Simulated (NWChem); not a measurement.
Molecule: InCl3; SMILES [Cl][In]([Cl])[Cl]

Program: NWChem. All runs use the structure optimised with PBE0/def2-SVP. def2 effective core potentials on In; no spin-orbit coupling.

Problem. Estimate the computed values for TPSS/def2-SVP (core potentials). Quantities: highest occupied level (eV); orbital gap (eV).

Solution. highest occupied level (eV): -7.97
orbital gap (eV): 4.20
